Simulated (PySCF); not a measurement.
Compound: TMS, C₄H₁₂Si.
SMILES: `C[Si](C)(C)C`

Computed with B3LYP/aug-cc-pVDZ in PySCF (dipole) on a GFN2-xTB geometry, gas phase.

Masses are those of the commonest isotopes; rigid-rotor values at the optimised geometry. 

Problem. Give the principal moments of inertia and the rotational constants in GHz.

Solution. Ia = 167.53, Ib = 167.76, Ic = 167.83 u·Å²; 505379 MHz·u·Å²/I gives 3017, 3012 and 3011 MHz, that is A = 3.0167, B = 3.0125, C = 3.0113 GHz.

Problem. Classify the top.

Solution. A spherical top, as the point group Td requires three equal moments; the computed ones differ by 0.18 % because the geometry is symmetric only within the optimiser's tolerance.

The point group Td allows no dipole (computed: 0.00 D), so a rigid rotor has no electric-dipole lines.

Problem. Estimate the classical rotational partition function at 10 K, 298.15 K and 500 K.

Solution. Point group Td, symmetry number σ = 12; q = (√π/σ)·√((kT/h)³/(ABC)), k/h = 20836.6 MHz/K: 84.9 at 10 K, 13800 at 298.15 K, 30000 at 500 K.

GFN2-xTB frequencies: not computed here. Zero-point vibration and centrifugal distortion are left out.
